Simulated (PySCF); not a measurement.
Co (cobalt, neutral) across methods

[Ar] 3d6 4s2 4p1, one real determinant (an excited configuration). Calculation: PySCF 2.14, in def2-QZVPPD (11s6p5d4f2g, 100 functions); the non-relativistic Hamiltonian (point nucleus). The B2PLYP total includes its PT2 part (frozen core); its orbital energies are those of the SCF part.

| method | E (hartree) | mean ε 4s α (eV) | mean ε 4s β (eV) | mean ε 4p α (eV) | Σ⟨r²⟩ (bohr²) | ⟨S²⟩ |
| --- | --- | --- | --- | --- | --- | --- |
| PBE0 | -1382.249 | -9.011 | -7.429 | -3.965 | 44.76 | 8.759 |
| CAM-B3LYP | -1382.557 | -10.317 | -8.803 | -4.939 | 44.73 | 8.758 |
| B2PLYP | -1382.208 | -9.823 | -8.085 | -4.545 | 45.29 | 8.760 |
| r2SCANh | -1382.441 | -8.647 | -7.075 | -3.691 | 44.54 | 8.764 |
| LDA | -1379.873 | -8.206 | -6.913 | -3.150 | 44.64 | 8.756 |
| UHF | -1381.22636 | -11.303 | -8.763 | -5.815 | 45.99 | 8.761 |
| PBE | -1382.207 | -8.009 | -6.677 | -3.150 | 44.94 | 8.757 |
| r2SCAN | -1382.446 | -8.273 | -6.777 | -3.398 | 44.51 | 8.764 |
| wB97M-V | -1382.402 | -11.172 | -9.672 | -5.567 | 44.97 | 8.757 |

⟨L²⟩ = 8.04 against 12 for a pure F term, so this real determinant mixes terms.
